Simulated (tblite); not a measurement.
Compound: C₇H₁₁O (doublet state).
Atom-mapped SMILES: `[OH:1][C@@H:2]1[CH2:3][C@@H:4]2[CH2:5][CH2:6][CH:7][C@H:8]12` (hydrogens: H9 on O1; H10 on C2; H11, H12 on C3; H13 on C4; H14, H15 on C5; H16, H17 on C6; H18 on C7; H19 on C8)

Computed with GFN2-xTB (tblite), gas phase: L-BFGS steps from a force-field or distance-geometry start until the largest atomic force falls under 0.01 eV/Å.

The end geometry, which sets the zero of energy:
```
atom  x, y, z in Å
O1     -1.5057   -0.3772    1.8174
C2     -1.3599   -0.7870    0.4908
C3     -0.0698   -1.5717    0.2356
C4      0.2979   -0.6304   -0.9245
C5      1.5700    0.1936   -0.7383
C6      1.1704    1.3251    0.2210
C7     -0.2821    1.5017   -0.0071
C8     -0.8891    0.2935   -0.5656
H9     -2.2009    0.2874    1.8691
H10    -2.2620   -1.3100    0.1429
H11     0.6072   -1.4965    1.0826
H12    -0.2083   -2.6182   -0.0245
H13     0.2459   -1.1066   -1.9022
H14     2.3900   -0.4105   -0.3521
H15     1.8769    0.6156   -1.6968
H16     1.7366    2.2434    0.0470
H17     1.3638    1.0278    1.2622
H18    -0.8406    2.3421    0.3603
H19    -1.6499    0.4872   -1.3255
```

Question: These geometries come from the run, each turned onto the end geometry. Order them by energy, lowest first.
A.
```
atom  x, y, z in Å
O1     -1.7189   -0.4314    1.7625
C2     -1.4028   -0.7981    0.4545
C3     -0.0539   -1.5072    0.3158
C4      0.2874   -0.6290   -0.9012
C5      1.5724    0.1862   -0.8092
C6      1.2460    1.3103    0.1861
C7     -0.2268    1.4651    0.1037
C8     -0.8775    0.3140   -0.5311
H9     -2.4641    0.1781    1.7500
H10    -2.2292   -1.3577   -0.0075
H11     0.5750   -1.2864    1.1740
H12    -0.0859   -2.5809    0.1594
H13     0.1789   -1.1530   -1.8491
H14     2.4202   -0.4213   -0.4935
H15     1.8045    0.6153   -1.7856
H16     1.7712    2.2415   -0.0512
H17     1.5586    1.0288    1.2027
H18    -0.7605    2.2449    0.6142
H19    -1.6044    0.5899   -1.3021
```
B.
```
atom  x, y, z in Å
O1     -1.7922   -0.4142    1.7458
C2     -1.3972   -0.8047    0.4704
C3     -0.0523   -1.5281    0.3446
C4      0.3006   -0.6385   -0.8658
C5      1.5700    0.2040   -0.8255
C6      1.2595    1.3232    0.1782
C7     -0.2158    1.4649    0.1315
C8     -0.8574    0.3085   -0.5033
H9     -2.5159    0.2176    1.6566
H10    -2.2006   -1.3686   -0.0169
H11     0.5883   -1.3696    1.2031
H12    -0.1174   -2.5962    0.1505
H13     0.1625   -1.1659   -1.8060
H14     2.4517   -0.3728   -0.5546
H15     1.7316    0.6459   -1.8118
H16     1.7858    2.2510   -0.0708
H17     1.5885    1.0424    1.1887
H18    -0.7439    2.2249    0.6770
H19    -1.5552    0.5856   -1.2996
```
C.
```
atom  x, y, z in Å
O1     -1.5648   -0.3992    1.8136
C2     -1.3718   -0.7855    0.4863
C3     -0.0671   -1.5531    0.2589
C4      0.2958   -0.6262   -0.9144
C5      1.5747    0.1920   -0.7575
C6      1.2000    1.3276    0.2067
C7     -0.2586    1.5033    0.0163
C8     -0.8821    0.3073   -0.5514
H9     -2.3306    0.1820    1.8680
H10    -2.2538   -1.3170    0.1009
H11     0.5967   -1.4440    1.1128
H12    -0.1817   -2.6085    0.0233
H13     0.2270   -1.1146   -1.8852
H14     2.3996   -0.4174   -0.3899
H15     1.8572    0.6095   -1.7256
H16     1.7605    2.2450    0.0085
H17     1.4263    1.0389    1.2437
H18    -0.8016    2.3500    0.3921
H19    -1.6354    0.5192   -1.3147
```
D.
```
atom  x, y, z in Å
O1     -1.7987   -0.4111    1.7782
C2     -1.4087   -0.7991    0.4441
C3     -0.0361   -1.5328    0.3558
C4      0.2974   -0.6487   -0.8868
C5      1.5533    0.2092   -0.8202
C6      1.2678    1.3277    0.1758
C7     -0.2099    1.4860    0.1324
C8     -0.8471    0.3046   -0.4794
H9     -2.5242    0.2241    1.6396
H10    -2.2147   -1.3765   -0.0193
H11     0.6051   -1.3869    1.2185
H12    -0.1183   -2.6049    0.1485
H13     0.1458   -1.1770   -1.8205
H14     2.4475   -0.3675   -0.5579
H15     1.7329    0.6575   -1.8152
H16     1.7886    2.2532   -0.0798
H17     1.5829    1.0376    1.1900
H18    -0.7514    2.2338    0.6879
H19    -1.5217    0.5800   -1.2995
```
E.
```
atom  x, y, z in Å
O1     -1.6549   -0.4128    1.7912
C2     -1.3812   -0.7890    0.4765
C3     -0.0505   -1.5224    0.2877
C4      0.2862   -0.6208   -0.9139
C5      1.5738    0.1853   -0.7859
C6      1.2245    1.3182    0.1888
C7     -0.2397    1.4952    0.0508
C8     -0.8820    0.3187   -0.5376
H9     -2.4296    0.1593    1.7995
H10    -2.2285   -1.3440    0.0467
H11     0.6110   -1.3534    1.1343
H12    -0.1239   -2.5905    0.0963
H13     0.1927   -1.1285   -1.8723
H14     2.3956   -0.4340   -0.4294
H15     1.8526    0.5986   -1.7556
H16     1.7781    2.2354   -0.0242
H17     1.4822    1.0315    1.2175
H18    -0.7750    2.3047    0.5097
H19    -1.6409    0.5579   -1.2878
```

Answer: C (0.003 eV), E (0.009 eV), A (0.017 eV), B (0.047 eV), D (0.156 eV).

In the order of the answer:

| step | E above end (eV) | largest force (eV/Å) | rms force component (eV/Å) | rms distance from end (Å) | rms bond change (Å) | bond most changed (Å) |
| --- | --- | --- | --- | --- | --- | --- |
| 51 | 0.003 | 0.03 | 0.010 | 0.056 | 0.001 | C2–C8 +0.002 |
| 35 | 0.009 | 0.07 | 0.020 | 0.114 | 0.001 | C4–C5 -0.003 |
| 21 | 0.017 | 0.07 | 0.019 | 0.164 | 0.002 | C2–C8 -0.007 |
| 4 | 0.047 | 0.24 | 0.067 | 0.195 | 0.004 | C2–C8 -0.008 |
| 0 | 0.156 | 1.76 | 0.415 | 0.200 | 0.017 | O1–C2 +0.047 |

What follows is the cost of the whole relaxation. Time: 0.35 s wall. Hardware: one thread of an Arm Neoverse V2, shared host with 96 logical CPUs at a one-minute load of 52.
